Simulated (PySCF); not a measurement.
Job file and geometry (Å, from GFN2-xTB) of a spin–spin coupling run on `C/C=C/OB(N)N`, C3H9BN2O, PySCF, B3LYP/pcJ-1 indirect spin-spin coupling, non-relativistic, gas phase; density fitting, a coarse starting grid and PySCF grid level 2 are the driver's defaults:

```
$ OMP_NUM_THREADS=1 python probes_run.py task.json out

{"job": {"kind": "j", "xc": "B3LYP", "basis": "pcJ-1"}, "charge": 0, "multiplicity": 1}
C      2.815726     0.340612     0.057895
C      1.364454    -0.005571    -0.016918
C      0.671284    -0.486709     1.006578
O     -0.624222    -0.866795     1.007828
B     -1.657855    -0.266722     0.313608
N     -2.844697    -1.020135     0.213087
N     -1.575933     1.037340    -0.224170
H      3.206074     0.157504     1.055870
H      2.972633     1.390689    -0.190026
H      3.386103    -0.254642    -0.655323
H      0.881170     0.139318    -0.972685
H      1.147933    -0.670122     1.965880
H     -2.910879    -1.945841     0.590988
H     -3.696021    -0.679678    -0.190156
H     -0.781658     1.631948    -0.075599
H     -2.361713     1.507747    -0.630784
```

Question: What does the program print?

Answer: 
```
coarse grid: 13136 points
cycle   1  E = -329.2574648067  dE =  8.850e-01  |g| = 8.397e-01  |ddm| = 3.147e+00
cycle   2  E = -329.1427157067  dE =  1.147e-01  |g| = 1.161e+00  |ddm| = 1.412e+00
cycle   3  E = -329.3939829106  dE = -2.513e-01  |g| = 1.405e-01  |ddm| = 9.050e-01
cycle   4  E = -329.3968597842  dE = -2.877e-03  |g| = 6.894e-02  |ddm| = 1.333e-01
cycle   5  E = -329.3977469503  dE = -8.872e-04  |g| = 2.073e-02  |ddm| = 5.772e-02
cycle   6  E = -329.3978501199  dE = -1.032e-04  |g| = 4.285e-03  |ddm| = 1.859e-02
cycle   7  E = -329.3978538064  dE = -3.686e-06  |g| = 1.423e-03  |ddm| = 3.423e-03
final grid: 126376 points
cycle   8  E = -329.4557929509  dE = -1.463e-04  |g| = 9.393e-03  |ddm| = 3.134e-02
cycle   9  E = -329.4557798836  dE =  1.307e-05  |g| = 1.244e-02  |ddm| = 1.222e-02
cycle  10  E = -329.4558101537  dE = -3.027e-05  |g| = 1.087e-03  |ddm| = 7.056e-03
cycle  11  E = -329.4558102740  dE = -1.202e-07  |g| = 7.865e-04  |ddm| = 1.283e-03
cycle  12  E = -329.4558103775  dE = -1.036e-07  |g| = 1.673e-04  |ddm| = 5.591e-04
cycle  13  E = -329.4558103840  dE = -6.450e-09  |g| = 3.181e-05  |ddm| = 1.467e-04
cycle  14  E = -329.4558103842  dE = -2.199e-10  |g| = 1.337e-05  |ddm| = 3.410e-05
converged SCF energy = -329.4558103842

Indirect spin-spin couplings (Hz)
  i      j    bonds     total        FC       PSO       DSO        SD
  0 C    1 C    1     46.785    47.610    -1.010     0.185         -
  0 C    2 C    2      5.967     6.071    -0.085    -0.018         -
  0 C    3 O    3     -1.189    -1.490     0.260     0.040         -
  0 C    4 B    4     -0.274    -0.268     0.043    -0.056     0.006
  0 C    7 H    1    130.746   128.944     1.181     0.621         -
  0 C    8 H    1    132.590   130.728     1.268     0.594         -
  0 C    9 H    1    133.606   131.779     1.237     0.590         -
  0 C   10 H    2      4.009     4.096     0.213    -0.299         -
  0 C   11 H    3      5.376     5.464    -0.085    -0.002         -
  1 C    2 C    1     88.293    97.060    -9.012     0.245         -
  1 C    3 O    2      3.756     1.432     2.298     0.025         -
  1 C    4 B    3      1.126     1.327    -0.130     0.015    -0.085
  1 C    6 N    4     -0.165    -0.172    -0.018    -0.015     0.040
  1 C    7 H    2     -5.262    -5.043    -0.036    -0.182         -
  1 C    8 H    2     -7.511    -7.490     0.136    -0.158         -
  1 C    9 H    2     -7.229    -7.220     0.150    -0.159         -
  1 C   10 H    1    156.843   155.302     0.579     0.962         -
  1 C   11 H    2     10.444    11.815    -0.971    -0.400         -
  1 C   13 H    5     -0.207    -0.147     0.203    -0.262         -
  1 C   14 H    5      0.249     0.143    -0.360     0.466         -
  2 C    3 O    1     18.022    14.978     3.182    -0.138         -
  2 C    4 B    2      0.150     0.212    -0.042    -0.061     0.041
  2 C    5 N    3     -1.798    -1.761    -0.061     0.035    -0.011
  2 C    6 N    3     -0.830    -0.895     0.059    -0.004     0.009
  2 C    7 H    3      8.596     8.878    -0.433     0.151         -
  2 C    8 H    3      8.264     8.361     0.211    -0.308         -
  2 C    9 H    3      7.400     7.501     0.203    -0.304         -
  2 C   10 H    2     -3.194    -1.522    -1.366    -0.305         -
  2 C   11 H    1    183.967   183.006    -0.118     1.078         -
  2 C   13 H    4      1.568     1.622     0.385    -0.440         -
  2 C   15 H    4      0.333     0.395     0.377    -0.439         -
  3 O    4 B    1    -18.461   -21.499     3.338    -0.199    -0.101
  3 O    5 N    2      8.535     8.629    -0.238     0.005     0.139
  3 O    6 N    2     -0.708    -0.133    -0.642    -0.002     0.069
  3 O    7 H    4      0.322     0.131     0.070     0.121         -
  3 O    8 H    4     -1.569    -1.606    -0.117     0.154         -
  3 O    9 H    4     -0.382    -0.410    -0.115     0.143         -
  3 O   10 H    3     -2.556    -2.927     0.359     0.013         -
  3 O   11 H    2    -19.360   -19.393    -0.080     0.113         -
  3 O   12 H    3     -1.228    -1.414     0.260    -0.074         -
  3 O   13 H    3     -9.206    -9.367    -0.149     0.311         -
  3 O   14 H    3     -0.361    -0.573     0.180     0.032         -
  3 O   15 H    3     -1.385    -1.708     0.008     0.315         -
  4 B    5 N    1    -43.210   -45.020     2.117    -0.132    -0.174
  4 B    6 N    1    -40.039   -41.819     2.069    -0.136    -0.152
  4 B    8 H    5      0.592     0.633     0.137    -0.171    -0.007
  4 B    9 H    5      0.442     0.466     0.202    -0.223    -0.003
  4 B   10 H    4     -0.305    -0.323    -0.377     0.375     0.022
  4 B   11 H    3      5.612     5.627     0.613    -0.628     0.000
  4 B   12 H    2     -0.200     0.654    -0.093    -0.638    -0.124
  4 B   13 H    2      5.980     6.844    -0.043    -0.693    -0.128
  4 B   14 H    2      0.497     1.293    -0.101    -0.579    -0.116
  4 B   15 H    2      4.883     5.728    -0.092    -0.637    -0.117
  5 N    6 N    2      3.177     3.110    -0.086    -0.002     0.155
  5 N   12 H    1    -87.579   -83.905    -2.973    -0.283    -0.418
  5 N   13 H    1    -87.037   -83.086    -3.215    -0.278    -0.459
  5 N   14 H    3     -3.982    -4.044    -0.176     0.238     0.001
  5 N   15 H    3     -0.549    -0.736     0.098     0.020     0.069
  6 N   10 H    5     -0.827    -0.851     0.125    -0.144     0.042
  6 N   12 H    3     -3.771    -3.854    -0.171     0.244     0.010
  6 N   13 H    3     -0.427    -0.613     0.094     0.023     0.068
  6 N   14 H    1    -87.318   -83.690    -2.904    -0.312    -0.412
  6 N   15 H    1    -86.857   -82.901    -3.220    -0.292    -0.444
  7 H    8 H    2    -13.495   -13.573     2.827    -2.748         -
  7 H    9 H    2    -13.589   -13.663     2.840    -2.766         -
  7 H   10 H    3     13.550    13.658     2.758    -2.867         -
  7 H   11 H    4     -0.341    -0.420    -1.645     1.724         -
  8 H    9 H    2    -17.720   -17.835     2.846    -2.731         -
  8 H   10 H    3      4.469     4.548     0.577    -0.656         -
  8 H   11 H    4     -2.926    -2.793     1.021    -1.154         -
  9 H   10 H    3      4.484     4.564     0.577    -0.656         -
  9 H   11 H    4     -2.957    -2.823     0.972    -1.106         -
 10 H   11 H    3     13.305    13.742     2.729    -3.167         -
 10 H   15 H    6      0.373     0.405     0.715    -0.747         -
 12 H   13 H    2     -2.379    -3.376     6.548    -5.550         -
 12 H   14 H    4      3.617     3.798     2.263    -2.445         -
 12 H   15 H    4      0.216     0.425     2.082    -2.291         -
 14 H   15 H    2     -3.081    -4.043     6.248    -5.286         -
```

Size and cost of the density-fitted run: 279 basis functions, 2.1 min wall time on 1 thread of an Arm Neoverse N1, shared host; peak memory 1.1 GiB.
